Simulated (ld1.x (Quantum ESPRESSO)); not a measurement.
## Configuration tests for K (ultrasoft)

* Element: potassium (K)
* Generator: ld1.x (Quantum ESPRESSO) 7.5
* Type: ultrasoft
* Functional: LDA (PZ)
* Relativity: fully relativistic
* Frozen core: [Ne]
* Valence charge: 9
* Reference configuration: 3s2 3p6 3d0.5 4s0.5 4p0
* Partial waves: 3s (bound): rcut 1.90, rcutus 2.55 bohr; 4s (bound): rcut 1.90, rcutus 2.55 bohr; 3p (bound): rcut 2.15, rcutus 2.30 bohr; 4p (bound, empty): rcut 2.15, rcutus 2.30 bohr; 3d (bound): rcut 3.75, rcutus 4.40 bohr; 3d channel at 1.9 Ry: rcut 3.75, rcutus 4.40 bohr
* Local potential: all-electron potential smoothed inside 2.30 bohr (lloc = -2)
* Core correction: none
* Augmentation charge: PSQ, inside the norm-conserving radii

Open shells are filled in proportion to 2j + 1 (rel_dist='average').

Energies are relative to the spin-unpolarised reference configuration 3s2 3p6 3d0.5 4s0.5 4p0; without spin polarisation the order of configurations can differ from experiment.

(1) Give the all-electron excitation energy and the error of the potential for: 3s2 3p6 3d0 4s1 4p0; 3s2 3p6 3d0 4s0 4p0; 3s2 3p6 3d0 4s0.5 4p0; 3s2 3p6 3d1 4s0 4p0; 3s2 3p6 3d0 4s0 4p1; 3s2 3p5 3d0 4s1 4p0; 3s1 3p6 3d0 4s1 4p0.

Levels in the configuration 3s2 3p6 3d0 4s0 4p1:

```json
{"level": "3s j=1/2", "all-electron (eV)": "-36.676", "pseudo (eV)": "-36.659"}
{"level": "3p j=1/2", "all-electron (eV)": "-20.494", "pseudo (eV)": "-20.476"}
{"level": "3p j=3/2", "all-electron (eV)": "-20.221", "pseudo (eV)": "-20.204"}
{"level": "4p j=1/2", "all-electron (eV)": "-1.417", "pseudo (eV)": "-1.416"}
{"level": "4p j=3/2", "all-electron (eV)": "-1.407", "pseudo (eV)": "-1.407"}
```

## Answers

(1)

```tsv
valence configuration	charge	ΔE all-electron (eV)	error AE − PS (meV)
3s2 3p6 3d0 4s1 4p0	0	-1.250	-0.3
3s2 3p6 3d0 4s0 4p0	+1	3.157	+2.3
3s2 3p6 3d0 4s0.5 4p0	+0.5	0.460	+0.7
3s2 3p6 3d1 4s0 4p0	0	1.264	-0.2
3s2 3p6 3d0 4s0 4p1	0	0.380	+1.4
3s2 3p5 3d0 4s1 4p0	+1	23.713	-41
3s1 3p6 3d0 4s1 4p0	+1	40.578	-81
```

These tests converged, but a pseudo level misses the all-electron one widely, so the file describes the atom poorly there or has found another state: 3s2 3p6 3d0 4s1 4p0: empty 3d by 4.2 eV.
